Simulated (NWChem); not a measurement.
C₄H₇F; SMILES CC(C)=CF

Results from NWChem. Pople sets run with spherical d functions. Structure relaxed at the B3LYP/6-31G* (spherical d) level. Level: B3LYP/6-31G* with SMD (1 M gas to 1 M solution), gas-phase geometry.

For solvent toluene:

```yaml
solvation free energy (kcal/mol): -2.4
cavity-dispersion-structure term (kcal/mol): -1.0
dipole in solution (D): 1.74
```

Task: How do the values read with solvent water instead?

Result: 
| Item | Result |
|---|---|
| solvation free energy (kcal/mol) | 1.4 |
| cavity-dispersion-structure term (kcal/mol) | 4.0 |
| dipole in solution (D) | 1.97 |
